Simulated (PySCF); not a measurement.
Working out the ionisation energy of Ar²⁺

Ar²⁺ [Ne] 3s2 3p4 (3P) → Ar³⁺ [Ne] 3s2 3p3 (4S). Calculation: PySCF 2.14, in aug-cc-pVDZ-DK (5s4p2d, 27 functions); scalar relativity by spin-free X2C-1e. Frozen: [Ne]. Energies in hartree (1 hartree = 27.21139 eV):

```csv
part,Ar²⁺ (lower),Ar³⁺ (upper)
UHF,-527.098655,-525.654414
CCSD correlation,-0.111021,-0.092609
(T),-0.001221,-0.000778
```

Problem. What does Hartree-Fock give?

Solution. (-525.654414) − (-527.098655) = 1.444241 hartree = 39.300 eV.

Problem. What do CCSD and CCSD(T) give?

Solution. The CCSD correlation energies differ by 0.018412 hartree = 0.501 eV and the triples by 0.000443 hartree = 0.012 eV, so CCSD gives 39.801 eV and CCSD(T) 39.813 eV.

Reference: 40.735 ± 0.012 eV (semi-empirical (NIST evaluation); NIST Atomic Spectra Database, ionization energies), between the lowest levels; spin-orbit coupling is absent from the calculation.

A double-zeta basis recovers only part of the correlation energy.

What remains against the reference includes basis incompleteness, the frozen core and higher excitations.
